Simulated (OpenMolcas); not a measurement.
**Ru4+: effect of the active space**

```
Program             : OpenMolcas
Method              : SS-CASPT2 or its RAS form, IPEA 0.25 Eh, imaginary shift 0.1 Eh
Basis               : ANO-R2
Scalar Hamiltonian  : X2C, finite nucleus
Spin-orbit coupling : state interaction with AMFI integrals over the reference wave functions, term energies averaged over their components
```

A. 4 electrons in 5 orbitals (4d); 2S+1 = 5 even, 5 roots; 2S+1 = 3 even, 45 roots; 2S+1 = 1 even, 50 roots; closed shells correlated: 4s 4p; CASPT2 step of the order of 14 core-seconds
B. 10 electrons in 8 orbitals (RAS1 4p, at most 2 holes; RAS2 4d); 2S+1 = 5 even, 5 roots; 2S+1 = 3 even, 45 roots; 2S+1 = 1 even, 49 roots; closed shells correlated: 4s; CASPT2 step about 50 core-seconds
C. 4 electrons in 10 orbitals (4d 5d); 2S+1 = 5 even, 5 roots; 2S+1 = 3 even, 45 roots; 2S+1 = 1 even, 49 roots; closed shells correlated: 4s 4p; CASPT2 step roughly 9 core-minutes

Energies in cm-1 above 4d4 5D0.

| Level | A | B | C |
| --- | --- | --- | --- |
| 4d4 5D0 | 0.0 | 0.0 | 0.0 |
| 4d4 5D1 | 488 | 502 | 488 |
| 4d4 5D2 | 1304 | 1341 | 1307 |
| 4d4 5D3 | 2320 | 2390 | 2330 |
| 4d4 5D4 | 3470 | 3570 | 3490 |
| 4d4 3P0(1) | 16750 | 17200 | 16710 |
| 4d4 3H4 | 18190 | 18250 | 18170 |
| 4d4 3P1(1) | 19170 | 19720 | 19140 |
| 4d4 3H5 | 19350 | 19450 | 19360 |
| 4d4 3H6 | 20320 | 20420 | 20370 |
| 4d4 3F3(1) [57 %] | 20480 | 20730 | 20420 |
| 4d4 3F2(1) | 20810 | 21130 | 20730 |
| 4d4 3F4(1) [64 %] | 21280 | 21630 | 21250 |
| 4d4 3P2(1) | 22430 | 23090 | 22430 |
| 4d4 3G3 [57 %] | 23480 | 23860 | 23440 |
| 4d4 3G4 [67 %] | 23950 | 24300 | 23960 |
| 4d4 3G5 | 24700 | 25000 | 24740 |
| 4d4 3D3 | 27800 | 28260 | 27800 |
| 4d4 3D2 | 28190 | 28600 | 28160 |
| 4d4 3D1 | 28680 | 29140 | 28640 |
| 4d4 1I6 | 28990 | 28770 | 29170 |
| 4d4 1G4(1) | 30600 | 31010 | 30760 |
| 4d4 1D2(1) | 35530 | 35760 | 35630 |
| 4d4 1F3 | 39020 | 39220 | 39140 |

The spin-orbit steps hold different terms of 4d4 (B lacks a 1S; C lacks a 1S), which shifts levels as well.

Among A to C the level of the table that moves most is 4d4 3P2(1), by 660 cm-1 (lowest in C, highest in B). Moves below CASPT2's spread within the term are not significant.

CASPT2 does not keep the components of a term degenerate, so their means are used; among the terms shown or strongly mixed into the levels shown the widest spread is 270 cm-1 (4d4 1G(1), A). Active for correlation alone: 4p; no level in the range computed is led by a configuration that opens it, so any true level of that kind is missing (holds for B). Active for correlation alone: 5d; no level in the range computed is led by a configuration that fills it, so any true level of that kind is missing (holds for C). Levels of configurations outside the active space are missing. The table leaves out levels that lie high or whose names do not pair safely across all columns.

A share in square brackets marks a mixed level and gives the weight of the term that names it, the lowest over the columns. A number in round brackets counts repeated terms of one configuration in the order of the reference energies.
